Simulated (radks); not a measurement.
Results of a calculation; reference values are marked as such.
Valence configurations of W II (all share [Xe]). Level of theory: Dirac Kohn-Sham, PBEsol, spin-unpolarised, spherical densities, point nucleus; open shells are shared between the two j in proportion to 2j + 1 (a radial shooting solver on a logarithmic mesh with Libxc functionals). Energies are relative to 4f14 5d4 6s1; eigenvalues in eV.

valence,E (eV),e(4f5/2),e(4f7/2),e(5d3/2),e(5d5/2),e(6p1/2)
4f14 5d4 6s1,0.000,-41.888,-39.649,-12.248,-11.467,-
4f14 5d5,0.797,-39.402,-37.165,-10.616,-9.895,-
4f14 5d4 6s0.5 6p0.5,2.712,-42.633,-40.395,-12.888,-12.096,-7.782
4f14 5d3 6s1 6p1,5.765,-46.160,-43.920,-15.317,-14.448,-8.809
4f14 5d2 6s1 6p2,13.305,-50.652,-48.409,-18.453,-17.494,-10.125
4f13 5d5 6s1,32.733,-51.112,-48.781,-13.598,-12.699,-
4f13 5d4 6s2,33.708,-54.092,-51.759,-15.573,-14.606,-
4f13 5d4 6s1.5 6p0.5,36.712,-54.851,-52.519,-16.234,-15.257,-8.613
4f13 5d4 6s1 6p1,39.754,-55.595,-53.262,-16.877,-15.889,-8.993
4f12 5d6 6s1,73.605,-60.802,-58.377,-14.926,-13.907,-

NIST lists [Xe] 4f14 5d4 6s1 as the ground configuration; this level of theory agrees among the configurations tried. The energies are those of spherical spin-averaged densities, not of single terms.
